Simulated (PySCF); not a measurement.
A structure optimised at B3LYP-D3(BJ)/def2-SVP, used in a PySCF frequency run:

```
S
O 1 1.4595
O 1 1.4595 2 119.55
S 1 1.9091 2 120.22 3 180.00
```

Task: Write its SMILES, formula and point group.

Result: O=S(=O)=S, O2S2, C2v

Task: What are its rotational constants (standard atomic weights)?

Result: 9.9310, 4.2351, 2.9690 GHz
